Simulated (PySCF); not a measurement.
Mn¹²⁺: ionisation energy

Mn¹²⁺ [Ne] 3s2 3p1 [3p1/2^1, M_J = 1/2] → Mn¹³⁺ [Ne] 3s2, as a difference of total energies. Calculation: PySCF 2.14, in an even-tempered Gaussian basis (19 s from 0.88 bohr⁻², ratio 2.4; 13 p from 1.1 bohr⁻², ratio 2.4; 5 d from 4.8 bohr⁻², ratio 2.6; 4 f from 7.2 bohr⁻², ratio 2.6); the two-component X2C-1e Hamiltonian. Correlated levels: 1s2 frozen; the 50 highest virtual spinors dropped. "Screened" scales the spin-orbit matrix elements by Boettger's factors to mimic the two-electron term; Breit and QED terms are absent.

```tsv
method	ionisation energy (eV)
GHF (spin-free)	341.35
GMP2 (spin-free)	341.78
GHF (screened spin-orbit)	342.66
GMP2 (screened spin-orbit)	343.11
```

Task: How much does correlation contribute at GMP2 (screened spin-orbit)?

Result: 343.11 − (342.66) = 0.45 eV, measured against GHF (screened spin-orbit).

For comparison: 343.6 ± 0.7 eV (semi-empirical (NIST evaluation); NIST Atomic Spectra Database, ionization energies).
